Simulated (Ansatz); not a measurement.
`O[SiH2]I` + HCl → `Cl[SiH2]I` + H₂O at 700 K and 1 bar (ligand exchange at the Si–O bond).

Calculated with Ansatz (gas phase, PBE0-D4/def2-TZVP geometries, no zero-point term in ΔE). CCSD(T)/CBS adds triple-zeta CCSD(T) − MP2 to the extrapolated MP2 energy (def2 sets, frozen cores). This one scheme is used for every species. def2 core potentials past Kr. For I outer-core shells are correlated without core-valence functions, which leaves a few kJ/mol of doubt a bond. One conformer a species, not always the lowest.

```json
{"species": "`O[SiH2]I`", "CCSD(T)/CBS energy (Eh)": "-663.58059", "H − E (kJ/mol)": "135.1", "S (J/(mol·K))": "383.7"}
{"species": "HCl", "CCSD(T)/CBS energy (Eh)": "-460.38127", "H − E (kJ/mol)": "38.4", "S (J/(mol·K))": "211.8"}
{"species": "`Cl[SiH2]I`", "CCSD(T)/CBS energy (Eh)": "-1047.58245", "H − E (kJ/mol)": "97.2", "S (J/(mol·K))": "378.9"}
{"species": "H₂O", "CCSD(T)/CBS energy (Eh)": "-76.37941", "H − E (kJ/mol)": "80.5", "S (J/(mol·K))": "218.4"}
```

H − E and S are ideal-gas, rigid-rotor, harmonic terms from PBE0-D4/def2-TZVP, for one conformer and one mirror image of each species. 1 Eh = 2625.50 kJ/mol, R = 8.31446 J/(mol·K).

Question: By hand: ΔE, ΔH, ΔS and ΔG.

Answer: ΔE = (-1047.58245) + (-76.37941) − (-663.58059) − (-460.38127) = 0.00000 Eh = 0.0 kJ/mol. Δ(H − E) = 97.2 + 80.5 − 135.1 − 38.4 = 4.2, so ΔH = 4.2 kJ/mol. ΔS = 378.9 + 218.4 − 383.7 − 211.8 = 1.8 J/(mol·K). ΔG = 4.2 − 700 × (1.8)/1000 = 2.9 kJ/mol.

Question: By hand: the equilibrium constant, and the temperature at which ΔG would vanish if ΔH and ΔS stayed fixed.

Answer: log₁₀ K = −ΔG/(RT ln 10) = -0.2. ΔG = 0 at ΔH/ΔS = 2333 K, though so small a ΔH makes that figure unsure.

The number of gas molecules stays the same, so ΔS is small and ΔH decides. The sign of ΔG lies within the doubt. A doubt of 5 kJ/mol in ΔE shifts log₁₀ K by 0.4 here. Other conformers and mirror images would add mixing entropy, several J/(mol·K) or more a flexible species. These are equilibria of isolated gas molecules and say nothing of rates. Largest T1 diagnostic: 0.009 (customary marks: 0.02 for closed shells, 0.045 for open ones).
